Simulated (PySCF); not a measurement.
# Trend along group 9: MI molecules

PBE0 with triple-zeta basis sets in PySCF, for the lowest determinant that a PBE0 search found; no spin–orbit coupling. De refers to high-spin ground-configuration atoms. A positive dipole means M(−)I(+).

| M | basis | state (unpaired electrons) | Re (Å) | ωe (cm⁻¹) | De (eV) | μ (D) |
| --- | --- | --- | --- | --- | --- | --- |
| Co | def2-TZVPP | triplet (σ ↑, δ ↑) | 2.445 | 251 | n/a | -5.19 |
| Rh | def2-TZVPP | triplet (σ ↑, δ ↑) | 2.553 | 214 | 2.83 | -4.73 |
| Ir | def2-TZVPP | triplet (π ↑, δ ↑) | 2.459 | 221 | n/a | -2.41 |

The shortest bond is that of CoI (2.445 Å), the longest that of RhI (2.553 Å).

The state changes along the series, so neighbouring rows are not always alike in their bonding.

De is left out where the level can put another filling of the metal’s s and d shells below the measured ground configuration, by anything from nothing to about 1 eV. The metal atom is held in its measured ground configuration; semilocal functionals can put another filling of s and d lower by some tenths of an eV, and De to that atom would be smaller. These are scalar-relativistic numbers at best; spin–orbit coupling would shift them, the dissociation energy most. With d or f electrons several states lie close, and the lowest PBE0 determinant need not be the measured ground state.
